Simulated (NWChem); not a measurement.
# C2H7Al; SMILES [CH3][AlH][CH3]

```xyz
10

Al     0.0000    -0.0001     0.4793
C     -1.7342     0.1155    -0.4486
H     -2.3886    -0.7196    -0.1609
H     -1.6518     0.1096    -1.5415
H     -2.2716     1.0305    -0.1615
C      1.7342    -0.1155    -0.4487
H      2.3884     0.7198    -0.1611
H      1.6518    -0.1098    -1.5415
H      2.2717    -1.0303    -0.1614
H      0.0000    -0.0001     2.0792
```
Atoms are numbered in this order, from 1.

Level: B3LYP/6-31G* (spherical d) (NWChem), optimised geometry, unscaled harmonic frequencies. 

Task: List the harmonic frequencies with IR intensities, and the thermochemistry.

Result: 
```
frequency (cm⁻¹)  IR intensity (km/mol)
----------------  ---------------------
31                                  0.0
40                                  0.2
177                                 2.7
381                                47.0
521                                28.0
555                                 2.3
568                                 0.0
669                                23.1
744                               147.8
772                               103.2
803                               236.9
1278                               37.4
1281                                4.4
1485                                1.3
1488                                0.0
1492                                0.8
1493                                2.6
1895                              257.7
3024                               12.0
3025                                0.1
3082                                0.0
3082                               31.5
3113                                1.9
3115                               34.6
```

- zero-point energy: 48.7 kcal/mol
- thermal correction to the enthalpy at 298.15 K (with zero-point energy): 53.4 kcal/mol
- heat capacity Cv: 20.4 cal/(mol K)
- entropy at 298.15 K and 1 atm (symmetry number 2): 78.0 cal/(mol K)
- dipole moment: 0.69 D

Rigid rotor and harmonic oscillator; modes under 100 cm⁻¹ make the entropy uncertain.
